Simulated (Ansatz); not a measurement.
Geometry optimisation, RKS PBE0-D4/def2-SVP in Ansatz 0.2.0.

Input file:

```yaml
crystal:
  periodic: [false, false, false]
  atoms:
    - { symbol: Ga, position_ang: [0.106791, 0.46415, -0.518339] }
    - { symbol: O, position_ang: [-0.050084, 0.022284, 2.416122] }
    - { symbol: H, position_ang: [-0.975045, -0.200083, 2.561052] }
    - { symbol: H, position_ang: [1.411019, -0.194052, -1.013091] }
    - { symbol: Cl, position_ang: [-1.884016, -0.165757, -0.973509] }
    - { symbol: F, position_ang: [0.125081, 1.958665, 0.354685] }
    - { symbol: H, position_ang: [-0.074347, 0.987792, 2.22838] }
basis:
  gaussian: { orbitals: def2-SVP }
hamiltonian:
  xc: pbe0
  dispersion: d4
relax:
  f_tol: 0.03
  max_steps: 50
```

Command:

```bash
$ ansatz run input.yaml --threads 2 --pin off --max-ram 3072MiB --backend cpu --events-out ev --progress --plain --runs-dir out
```

Question: Where does it end, and by what steps?

Answer: It converged. After 9 steps the energy has fallen by 0.608 eV; H3 moved furthest, 0.52 Å. Joined: Ga1–O2 (2.97 → 2.10 Å).

```tsv
step	energy less start (eV)	largest force component (eV/Å)	accepted
0	0.0000	0.888	yes
1	-0.1774	1.100	yes
2	-0.4103	1.395	yes
3	-0.5431	0.991	yes
4	-0.5882	0.345	yes
5	-0.6003	0.154	yes
6	-0.6047	0.130	yes
7	-0.6064	0.061	yes
8	-0.6074	0.037	yes
9	-0.6076	0.013	yes
```

```xyz
7
Properties=species:S:1:pos:R:3
Ga 0.113 0.428 -0.139
O -0.053 0.055 1.916
H -0.959 -0.265 2.050
H 1.369 -0.248 -0.735
Cl -1.913 -0.224 -0.581
F 0.162 2.140 0.345
H -0.059 0.988 2.198
```

Whether the end is a true minimum wasn't checked by a vibrational analysis.

Time of the run: 29 s on 2 threads of Arm Neoverse V1, with other jobs on the host, peak memory 0.2 GiB.
